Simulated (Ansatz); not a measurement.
```xyz
2

Be    0.0000    0.0000   -0.2500
H     0.0000    0.0000    0.9999
```

Basis set: def2-TZVP (spherical functions). All electrons are correlated. Charge 0, multiplicity 2.

Computed with Ansatz (development build ahead of 0.2.0); each method stands on the lowest determinant of its kind that the runs found.

The atomization energy at this shape (free ground-state atoms in the same class of orbitals less the molecule, no zero-point energy) of doublet BeH:

| method | atomization energy |
| --- | --- |
| UHF | 2.06 eV |

(1) What does UHF-MP2 give?

## Answers

(1) 2.19 eV. Caution for UHF: a free atom is spin contaminated.
